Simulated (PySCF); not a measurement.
An unknown gives this computed stick spectrum. Method: TDDFT PBE0/def2-SVPD, vertical, gas phase, core orbitals frozen in the response in PySCF. Geometries: GFN2-xTB, one conformer each.

```csv
state,E (eV),f,"main configurations (H = HOMO, L = LUMO)"
S1,5.22,0.0086,"H→L (53%), H→L+1 (21%), H-1→L+1 (16%)"
S2,5.81,0.166,"H→L+1 (54%), H→L (29%), H-1→L (14%)"
S3,6.42,0.0001,"H→L+2 (85%), H→L+3 (12%)"
S4,6.75,0.334,"H-1→L (39%), H-1→L+1 (27%), H→L+1 (17%)"
S5,6.90,0.607,"H-1→L+1 (49%), H-1→L (32%)"
S6,6.92,0.0009,"H→L+3 (82%), H→L+2 (12%)"
```

Question: Which structure fits?
A. `CC[C@@H]1C=C[C@@H](F)[SiH2]1`
B. `FCC1=CC=C(Cl)C=C1`
C. `C=C(F)C(F)(F)C(F)(F)F`
D. `C=C1C=C(C(Cl)Cl)C1=C`

Answer: B. Its S1 lies at 5.22 eV; the nearest of the others has S1 at 4.65 eV. S1 is HOMO→LUMO (53%), HOMO→LUMO+1 (21%), HOMO-1→LUMO+1 (16%). Löwdin shares by element: HOMO carbon 45% or more, chlorine 22% (atoms not listed hold the other 32%); LUMO carbon 67% or more (atoms not listed hold the other 33%). At the same level the other candidates give, for their lowest levels:
- `C=C(F)C(F)(F)C(F)(F)F`: 7.39 eV (f 0.358); 7.98 eV (f 0.004); 8.03 eV (f 0.001); 8.20 eV (f 0.047); 9.21 eV (f 0.002); T1 4.31 eV; HOMO -8.76, LUMO -1.08 eV
- `C=C1C=C(C(Cl)Cl)C1=C`: 4.65 eV (f 0.102); 4.79 eV (f 0.067); 5.65 eV (f 0.232); 5.91 eV (f 0.095); 5.92 eV (f 0.007); T1 2.92 eV; HOMO -7.11, LUMO -1.71 eV
- `CC[C@@H]1C=C[C@@H](F)[SiH2]1`: 6.16 eV (f 0.029); 6.65 eV (f 0.011); 6.79 eV (f 0.073); 6.95 eV (f 0.034); 7.29 eV (f 0.072); T1 4.36 eV; HOMO -7.47, LUMO -0.18 eV

Shape of the structure used: `[F:1][CH2:2][c:3]1[cH:4][cH:5][c:6]([Cl:7])[cH:8][cH:9]1`: F1–C2–C3–C4 0°.
Triplets come from the Tamm–Dancoff approximation.
